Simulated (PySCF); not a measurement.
## Mayer bond orders and bond lengths

Compound: C7H14N2Si.
SMILES with atom numbers: `[CH2:1]=[C:2]([SiH2:3][NH2:4])[N:5]([CH3:6])[CH2:7][C:8]#[C:9][CH3:10]` (hydrogens: H11, H12 on C1; H13, H14 on Si3; H15, H16 on N4; H17, H18, H19 on C6; H20, H21 on C7; H22, H23, H24 on C10)

Geometry (GFN2-xTB, Å), atoms numbered from 1 in this order:
```
atom  x, y, z in Å
C1    -2.453    1.861    0.153
C2    -1.662    0.810   -0.104
Si3   -2.255   -0.942    0.353
N4    -1.102   -1.902    1.212
N5    -0.362    0.956   -0.547
C6     0.255    2.254   -0.631
C7     0.297   -0.080   -1.312
C8     1.434   -0.634   -0.587
C9     2.353   -1.051    0.061
C10    3.462   -1.582    0.826
H11   -3.436    1.705    0.559
H12   -2.178    2.885   -0.030
H13   -2.585   -1.728   -0.846
H14   -3.403   -0.825    1.247
H15   -0.908   -1.646    2.167
H16   -0.233   -2.130    0.754
H17   -0.073    2.824   -1.511
H18    1.337    2.125   -0.680
H19    0.019    2.829    0.264
H20   -0.408   -0.884   -1.536
H21    0.649    0.332   -2.270
H22    3.094   -2.056    1.736
H23    4.002   -2.322    0.236
H24    4.147   -0.779    1.098
```

Bond orders from the PBE0/pcSseg-1 density (PySCF). Geometry: GFN2-xTB, one conformer, isolated molecule.

**Question.** How far do the computed orders between heavy atoms stray from the drawn ones?

**Answer.** The largest departure is 0.364, at C8–C9 (drawn triple, 2.636). Drawn single, order above 1.12: C9–C10 (1.216). Drawn single, order below 0.88: C2–Si3 (0.807). Drawn double or triple, more than 0.30 short of the drawn order: C8–C9 (2.636).

**Question.** Set the Mayer orders of the bonds between heavy atoms beside their lengths.

**Answer.** 
```tsv
bond	drawn as	length (Å)	Mayer order
C1–C2	double	1.340	1.842
C2–Si3	single	1.905	0.807
Si3–N4	single	1.728	1.062
C2–N5	single	1.381	1.040
N5–C6	single	1.440	0.960
N5–C7	single	1.446	1.001
C7–C8	single	1.458	1.079
C8–C9	triple	1.199	2.636
C9–C10	single	1.448	1.216
```

Bonds between the same two heavy elements. C–C: lowest C7–C8 (1.079, 1.458 Å), highest C8–C9 (2.636, 1.199 Å). C–N: lowest N5–C6 (0.960, 1.440 Å), highest C2–N5 (1.040, 1.381 Å); in 1 of the 3 pairs the longer bond (by over 0.003 Å) has the higher order (by 0.02 or more).

**Question.** And the bonds to hydrogen?

**Answer.** C–H: 0.92 to 0.96 (10 bonds); H–Si: 0.94 to 0.95 (2 bonds); H–N: 0.94 to 0.95 (2 bonds).

**Question.** Sum the orders of all bonds at each heavy atom with more than one neighbour and set the sums beside the valence in the SMILES.

**Answer.** C1 3.734 (drawn 4), C2 3.689 (drawn 4), Si3 3.764 (drawn 4), N4 2.946 (drawn 3), N5 3.001 (drawn 3), C6 3.827 (drawn 4), C7 3.920 (drawn 4), C8 3.715 (drawn 4), C9 3.852 (drawn 4), C10 3.997 (drawn 4). Orders between atoms that aren't bonded are not in these sums.

For a closed shell the Mayer order of atoms A and B is Σ (PS)μν (PS)νμ over the basis functions μ on A and ν on B, with P the density and S the overlap matrix.
